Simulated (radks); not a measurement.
Question: Numerical settings for neutral erbium, [Xe] 4f12 6s2. Method: scalar-relativistic Kohn-Sham, PBE, spin-polarised, spherical densities, point nucleus; open shells are filled with parallel spins first (spin-orbit coupling, left out, can overturn this in heavy ions); computed with a radial shooting solver on a logarithmic mesh with Libxc functionals. The defaults (mesh step 0.008 in ln r, mesh end at 40 bohr or more with all orbitals vanishing there, Anderson mixing 0.5 over 9 steps, residual threshold near 1e-9 with the energy settled to 1e-9 hartree or 1e-11 of itself, here a cap of 62 iterations) give E = -13086.3964 hartree and 4f at -2.343 eV in 28 iterations. Times are rough (one thread of a shared host). One setting is changed at a time: mesh step in ln r 0.12; mesh step in ln r 0.08; mesh step in ln r 0.2; mesh end (bohr) 2; mesh end (bohr) 20; residual threshold 1e-13; residual threshold 0.1; mixing 0.2; linear mixing, mixing 0.5; linear mixing, mixing 0.2; mixing history 3; iteration cap 3. Which runs fail to converge, and which converge to a wrong energy?

Answer: Not converged within the cap: mesh step in ln r 0.12; mesh step in ln r 0.08; mesh step in ln r 0.2; linear mixing, mixing 0.5; linear mixing, mixing 0.2; iteration cap 3. Settled on a wrong energy, with an occupied level pushed above zero by the early mesh end: mesh end (bohr) 2 (+19.4 hartree). Apart from these: no run marked as converged misses the energy by more than 1 mhartree.
